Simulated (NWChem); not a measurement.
# tetrachloroaluminate (AlCl4 anion); SMILES [Cl][Al-]([Cl])([Cl])[Cl]

```xyz
5

Cl    -1.8527    -0.7326    -0.9000
Al     0.0000     0.0000     0.0000
Cl     0.8264    -1.5355     1.3187
Cl    -0.4170     1.8072     1.1574
Cl     1.4433     0.4609    -1.5760
```
Atoms are numbered in this order, from 1.

All runs: NWChem. Pople sets run with spherical d functions. Sets without diffuse functions describe the anion's extra electron poorly. Coordinates come from a B3LYP/def2-SVPD optimisation. Not confirmed as a minimum by frequencies. B3LYP is NWChem's, with the RPA form of VWN correlation. Atomic charges in e: unrestrained fits to the electrostatic potential beside Mulliken populations; buried atoms are poorly determined by the fit.

For level B3LYP/def2-SVP:

| Property | Result |
|---|---|
| ESP Al2 | 0.63 |
| Mulliken Al2 | 0.65 |

Q: How do the values read with level Hartree-Fock/6-31G* instead?

A: 
- ESP Al2 = 1.02
- Mulliken Al2 = 0.94
